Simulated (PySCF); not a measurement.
# Reading the logs of faulty runs: BGe2H6N

These are calculations, not measurements. They come from PySCF 2.14.0, an open-source quantum chemistry program, on an isolated molecule that a program drew, which may never have been made. The molecule is BGe2H6N (charge 0, singlet), drawn as the SMILES string `[GeH][BH][NH][GeH3]`.

Each row is a Hartree-Fock (HF) and frozen-core CCSD(T) single point in the cc-pVDZ basis, meant for a local HF minimum. Run 1 is clean. Each other run has one planted mistake out of seven kinds, and not every kind appears here: one electron removed, one electron added, multiplicity raised by two, geometry at a saddle point, minimal basis STO-3G, one bond length entered in bohr, all coordinates scaled. The reference is restricted for singlets and unrestricted otherwise, and also for a bond in bohr. Adding or removing an electron swaps singlet and doublet. Electrons count all cores. HOMO and LUMO are orbital energies over both spins, the gradient is its largest component, and the lowest frequency (negative if imaginary) is given only where the gradient is small. Bond lengths are over the 9 bonds as drawn. T1 is the CCSD diagnostic: over 0.02 (restricted) or 0.045 (unrestricted) a single reference is doubtful. Germanium has the cc-pVDZ-PP basis, with a core potential (ECP10MDF) in place of its 10 inner electrons, and its 3s, 3p and 3d shells are frozen in CCSD(T).

Geometry of the clean run:
```xyz
10
BGe2H6N, angstrom
Ge    2.9745   -1.5490    2.4329
B     1.5209   -1.2501    0.9095
N     0.8209   -0.0676    0.6286
Ge   -0.4740    0.1895   -0.6820
H     4.1876   -1.3477    1.4296
H     1.2489   -2.2335    0.2557
H     1.0338    0.7482    1.1720
H    -0.7081   -1.1565   -1.3550
H     0.0229    1.2319   -1.6881
H    -1.7545    0.7092   -0.0210
```

```
run  electrons  basis functions  <S^2>  HOMO (eV)  LUMO (eV)  gradient (hartree/bohr)  lowest frequency (cm^-1)  mean bond (Å)  longest bond (Å)      T1  HF (hartree)  CCSD(T) (hartree)                          mistake
  1         82              104  0.000      -8.03       0.60                  2.4e-05                        36         1.5309             2.127  0.0152    -669.37455         -669.87690                         no fault
  2         82              104  0.000      -7.89       0.75                  7.9e-02                         -         1.4115             1.961  0.0133    -669.30866         -669.80010           all coordinates scaled
  3         82              104  1.281      -7.45       1.22                  4.1e-02                         -         1.6695             2.650  0.0471    -669.20259         -669.67282  one bond length entered in bohr
  4         83              104  0.763      -0.82       6.78                  2.3e-02                         -         1.5309             2.127  0.0173    -669.37763         -669.89121                                ?
```

**Which mistake was planted in run 4, and what did it cost?**

It counts 83 electrons, one more than the clean run, at the same geometry and basis. So the mistake is: one electron added. Subtracting run 1 and multiplying by 627.51 kcal/mol a hartree, the energy moved by -1.9 kcal/mol in HF and -9.0 kcal/mol in CCSD(T).

Cautions from the logs. Run 3: T1 is over the limit, so its CCSD(T) energy is less reliable.
